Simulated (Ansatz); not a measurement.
A structure drawn as `[SiH3][SiH2][S][GeH3]`, with this starting geometry:

```xyz
12

Si    0.268    1.043    1.615
Si   -0.824   -0.664    0.845
S     0.480   -1.870   -0.319
Ge    0.436   -0.563   -2.139
H    -0.590    1.880    2.517
H     1.482    0.624    2.407
H     0.760    1.927    0.519
H    -1.943   -0.225    0.005
H    -1.298   -1.485    2.001
H     1.190   -1.179   -3.251
H    -1.056   -0.294   -2.479
H     1.095    0.805   -1.719
```

Total charge 0; spin multiplicity 1.

(1) Does it keep its bonds when Ansatz relaxes it at PBE-D4/def2-SVP and then PBE0-D4/def2-TZVP?

(2) Give the relaxed structure. (An estimate is asked.)

Atoms count as bonded under 1.1 times the sum of their covalent radii (H–H under 0.85 Å, pairs among N, O and F under 1.55 Å), and a drawn bond as lost past 1.3 times.

## Answers

(1) Yes, every drawn bond is still there and no new one forms.

(2) The calculation gave: 
Z-matrix (Å, degrees):
```
Si
Si 1 2.341
H 1 1.489 2 110.5
H 1 1.487 2 109.5 3 120.2
H 1 1.487 2 110.3 3 -120.0
S 2 2.141 1 111.8 3 -179.4
H 2 1.490 1 110.4 3 57.7
H 2 1.487 1 110.1 3 -62.3
Ge 6 2.226 2 99.3 1 -75.3
H 9 1.533 6 105.3 2 -176.8
H 9 1.536 6 110.3 2 63.7
H 9 1.536 6 109.4 2 -57.3
```
No frequency check was run.
